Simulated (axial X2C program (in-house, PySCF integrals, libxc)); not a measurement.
## Density and ELF of CaAs

Computed with an in-house all-electron X2C program for linear molecules (integrals from PySCF). Two-component (2c) means X2C with spin–orbit coupling and atomic mean-field two-electron Coulomb and Gaunt terms. Basis: As dyall-cv3z [9s9p6d4f1g], Ca dyall-cv3z [11s12p6d4f] (cores contracted in-house); Gaussian nuclei, density fitting, unrestricted open shells. Masses: As 74.922 u, Ca 39.963 u.

PBE0, 2c, state Ω = 3/2 (⟨Sz⟩ = 1.48, ⟨Lz⟩ = 0.02 at PBE0); As at z = 0, Ca at z = 2.861 Å.

The maps cover the half plane through the axis: z from -2.4 to 5.1 Å along the bond, ρ from 0.15 to 2.25 Å away from it (steps of 0.3 Å, the bottom row nearest the axis).

log10 of the density in e/bohr³:

digits 0 to 9 span -4.16 to 1.40 evenly
```
00011122222222222222222111
00112222332222222222222221
01122333333333222333322222
11223344444433333333333222
12233445554444344444433322
12334555555544445665443322
22344567776554456776543322
22344568986554567897643332
```

Electron localisation function (collinear form, no current term, damped to 0 at low density):

digits 0 to 9 span 0.00 to 1.00 evenly
```
00001222222111113578999874
00023444444332112357899997
01245666665553100123689999
02467777777765100001147999
14678887667775101332013899
25788863225785116887301599
36888723532785158768720389
46888627271585177676830279
```

Axial spin density in 10⁻³ e/bohr³:

digits 0 to 9 span -5.71 to 5.71 evenly, values beyond are clipped
```
55555555555555555566655555
55555567776655555666666655
55556689999766556677776665
55556899999986566777777665
55557999999996556777777766
55567999999996555555667766
55556999599985455169556766
55555663969964457559846776
```

The state is one determinant whose occupation by symmetry is held fixed; it was picked as the lowest of a PBE0 search that is not exhaustive. Density functionals use the spin component along the axis (collinear). Other states lie close and PBE0, whose exact exchange favours high spin, may order them wrongly; the determinant shown need not be the ground state. The nearest other spin-free determinant of the search, M_S = 1/2, Λ = 0, lies 0.07 eV up at the distance of the search. With several unpaired electrons one determinant need not be a pure state. A state of lower Ω lies just above, and one determinant can place such states too high, so the state shown need not be the lowest. The search has Ω = 1/2 only 0.07 eV up. This is the top spin component of a Σ state; components of lower Ω are not single determinants and can lie lower.
